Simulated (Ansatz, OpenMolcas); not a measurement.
# A ladder of methods for CH5BClN (SMILES CNBCl)

The species is CH5BClN (9 atoms), meant as a singlet with charge 0. As SMILES, `CNBCl`. The shape is that of a PBE0-D4/def2-TZVP optimisation. This is one conformer, not always the lowest.

```xyz
9

C     0.5101    0.4821   -0.9734
N    -0.4079   -0.2260   -0.1117
B    -0.2611   -0.4152    1.2482
Cl   -1.4953   -1.3145    2.1448
H     0.9070   -0.1704   -1.7565
H     0.0279    1.3389   -1.4528
H     1.3467    0.8499   -0.3800
H    -1.2205   -0.6055   -0.5739
H     0.6816    0.0142    1.8382
```

Quantity: the energy change with the N2–B3 bond stretched from 1.381 to 1.588 Å, in eV. The values are calculated.

```
                         level                    kind     program  value (eV)  CPU time (all runs)
      HF/def2-SVP (restricted)            Hartree–Fock      Ansatz        0.70                3.6 s
   SVWN5/def2-SVP (restricted)                     LDA      Ansatz        0.66                5.8 s
  r2SCAN/def2-SVP (restricted)                meta-GGA      Ansatz        0.61                 20 s
 r2SCAN0/def2-SVP (restricted)         hybrid meta-GGA      Ansatz        0.68                 24 s
   HSE06/def2-SVP (restricted)  range-separated hybrid      Ansatz        0.64                 13 s
   wB97X/def2-SVP (restricted)  range-separated hybrid      Ansatz        0.64                 43 s
PBE-QIDH/def2-SVP (restricted)           double hybrid      Ansatz        0.69                 17 s
     MP2/def2-SVP (restricted)     perturbation theory  OpenMolcas        0.63                 14 s
    CCSD/def2-SVP (restricted)   coupled cluster or CI      Ansatz        0.62                 22 s
```

The first shape isn't each level's own minimum. The values span 0.61 to 0.70 eV. In so small a basis fixed costs decide the times, and correlated methods can beat functionals. Times are those of the runs behind each value, whatever else they computed, on shared processors of several kinds: orders of magnitude only.
